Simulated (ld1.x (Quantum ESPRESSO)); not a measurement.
**What the settings do to the TM potential of phosphorus**

Base potential:

ld1.x (Quantum ESPRESSO) 7.5 input, shortened:

```
&input
   title='P', zed=15., rel=1, dft='PBESOL', iswitch=3,
   config='[Ne] 3s2 3p2'
 /
 &inputp
   pseudotype=2, tm=.true., lloc=1,
   nlcc=.false.
 /
2
2S  1  0   2.00   0.00  0.70  0.70  0.0
2P  2  1   6.00   0.00  0.65  0.65  0.0
 &test
   configts(1)='2s2 2p6 3s2 3p2'
 /
```

Occupied shells without a wave of their own: 3p, 3s. They enter only through the test configuration that unscreens the potential.

Cutoffs, loose and tight: the cutoffs (Ry, on a coarse ladder) from which the occupation-weighted sum of valence levels, in a spherical-Bessel basis at the reference potential, stays within 10 and 1 mRy of its value at 400 Ry. They do not see the model core or the augmentation charge, which bear on the density cutoff. Test errors are all-electron minus pseudo excitation energies from the reference, over the configurations 2s2 2p6 3s2 3p3; 2s2 2p6 3s2 3p1; 2s2 2p6 3s2 3p0; 2s2 2p6 3s0 3p5; 2s2 2p6 3s2 3p2.5; 2s2 2p6 3s1 3p0; 2s2 2p5 3s2 3p3. A dash means not determined; rows that change the core or the reference have their own tests.

Cutoffs are not given where the Bessel-basis levels miss the radial ones by over 6 mRy, ghosts where they miss by over 20 mRy; a channel whose overlap is not positive is not tested.

| change | outcome | cutoff, loose | cutoff, tight | bound ghosts | largest test error (meV) |
| --- | --- | --- | --- | --- | --- |
| base | generated, misses its reference levels by 0.18 eV | over 300 Ry | over 300 Ry | none | +709 |
| core [Ne], valence charge 5; reference 3s2 3p3; waves now 3p (bound): rc 1.45 bohr; 3s (bound): rc 1.35 bohr; local potential the s channel | generated | 40 Ry | 80 Ry | none | +223 |
| all radii scaled by about 1.14 (s 0.80, p 0.74 bohr) | generated, misses its reference levels by 0.33 eV | 300 Ry | over 300 Ry | none | +1493 |
| functional PBE | generated, misses its reference levels by 0.18 eV | over 300 Ry | over 300 Ry | none | +709 |
| wave 2s (bound): rc 0.70 bohr becomes 2s (bound): rc 0.44 bohr | generated, misses its reference levels by 0.18 eV | – | – | none | +927 |
| functional LDA (PZ) | generated, misses its reference levels by 0.18 eV | over 300 Ry | over 300 Ry | none | +739 |

Task: What comes out with this change to the base: wave 2p (bound): rc 0.65 bohr becomes 2p (bound): rc 0.90 bohr?

Result: outcome: generated, misses its reference levels by 0.88 eV; cutoff, loose: 300 Ry; cutoff, tight: over 300 Ry; bound ghosts: none; largest test error (meV): +4479.

Task: What comes out with this change to the base: reference 2s2 2p6 3s1.5 3p3.5?

Result: outcome: generated; cutoff, loose: over 300 Ry; cutoff, tight: over 300 Ry; bound ghosts: none; largest test error (meV): +603.

Task: What comes out with this change to the base: reference 2s2 2p6 3s2 3p3?

Result: outcome: generated; cutoff, loose: over 300 Ry; cutoff, tight: over 300 Ry; bound ghosts: none; largest test error (meV): +1171.
